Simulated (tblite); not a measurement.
Compound: C6H6O2 (charge +1 and doublet state).
Structure used (GFN2-xTB), in Å, numbered top down from 1:
```
atom  x, y, z in Å
C1     2.2247    0.1358   -0.2006
C2     0.7791   -0.0338   -0.4713
O3     0.2780   -0.3996   -1.4960
C4    -0.1456    0.3455    0.6997
C5    -0.9396   -0.7218    1.3297
C6    -1.6038    0.0239    0.4512
C7    -2.4220    0.1251   -0.7026
O8    -3.4933    0.4896   -1.0106
H9     2.4523    1.2041   -0.1825
H10    2.4923   -0.2702    0.7733
H11    2.8080   -0.3345   -0.9907
H12    0.1633    1.2402    1.2292
H13   -0.9454   -1.5228    2.0323
H14   -1.6488   -0.2820   -1.4832
```

Method: GFN2-xTB as coded in tblite; computed harmonic values from a numerical Hessian at the method's own geometry, unscaled. Errors from tens to a few hundred cm⁻¹ against measured bands are possible. One conformer, not necessarily the lowest. Open shells enter through the occupations alone, without spin polarisation, and single modes of such species can be off by tens of per cent.

Harmonic wavenumbers (cm⁻¹): 66.6, 75.8, 86.0, 159.2, 256.2, 297.5, 356.6, 402.0, 499.9, 573.6, 620.7, 660.1, 742.9, 787.8, 855.1, 914.9, 925.0, 957.0, 968.5, 995.6, 1077.2, 1126.6, 1149.8, 1170.7, 1330.3, 1380.5, 1400.5, 1711.1, 1736.4, 1919.4, 2144.7, 2985.6, 3013.0, 3029.9, 3044.4, 3204.4.

A = 4510, B = 1353, C = 1125 MHz; mass 110.037 u (most abundant isotopes); point group C1, symmetry number 1; spin multiplicity 2.

Q: Zero-point energy?

A: Half the sum of the wavenumbers: 21313 cm⁻¹ = 254.96 kJ/mol.

Q: What is S at 400 K and 1 bar for an ideal gas of classical rigid rotors and harmonic oscillators?

A: Translation 173.59, rotation 121.82, vibration 131.20, spin (R ln 2) 5.76: S = 432.4 J/(mol K).

Q: And Cp and H(400 K) − H(0)?

A: Cp = 165.25 J/(mol K), of which vibrations give 131.99 (their classical limit is 36 R = 299.3); H(400 K) − H(0) = 40.42 kJ/mol without the zero-point energy, 27.12 from vibrations.

Q: Blend soft modes into free rotors: weight 1/[1 + (100 cm⁻¹/ν̃)⁴] for the oscillator and the rest for a rotor with moment μB/(μ + B), μ = h/(8π²ν), B = 10⁻⁴⁴ kg m². What vibrational entropy results?

A: 120.09 J/(mol K) in place of 131.20, which changes −T·S at 400 K by +4.44 kJ/mol.

Q: What must be added to the electronic energy to get the Gibbs energy at 400 K and 1 bar?

A: ZPE + [H(400 K) − H(0)] − T·S = 254.96 + 40.42 − 172.95 = 122.43 kJ/mol.

Q: How do the functions run with temperature in this model?

A: 
```
 T (K)  S (J/(mol K))  Cp (J/(mol K))  H − H(0) (kJ/mol)  G − H(0) (kJ/mol)  ln q(vib)
   150          315.3            84.9               8.95             -38.36       2.46
   250          366.3           118.0              19.07             -72.52       4.54
298.15          388.5           134.1              25.14             -90.69       5.54
   600          508.7           210.9              78.36            -226.83      11.63
   900          602.8           252.7             148.48            -394.09      17.20
```

q(vib) and H(0) count from the zero-point level.

Hindered rotation and anharmonicity are outside this model. Other conformers, if any are populated, would add a mixing term that is left out. The structure is chiral; the term R ln 2 for an equal mix with its mirror image is left out.
